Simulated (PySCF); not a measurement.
Sn(H)3(nPr) (C3H10Sn), SMILES CC[CH2][SnH3].

Geometry: B3LYP-D3(BJ)/def2-SVP. The structure was generated by enumeration; whether it is a known compound was not checked. The def2 effective core potentials stand for the cores of Sn; spin–orbit coupling is left out. Other conformers were not sampled.

Computed with HF/def2-TZVP (PySCF).

The molecule is in vacuum.

```yaml
total_energy: -332.78744 hartree
highest_occupied_level: -10.42 eV
lowest_empty_level: 2.64 eV
orbital_gap: 13.06 eV
dipole_moment: 1.07 D
quadrupole, principal values (traceless, Buckingham form, about the centre of nuclear charge): -0.44, -0.03, 0.48 D·Å
mean_static_polarisability: 74.6 bohr³ (11.05 Å³)
polarisability_principal_values: 67.1, 71.0, 85.5 bohr³
```
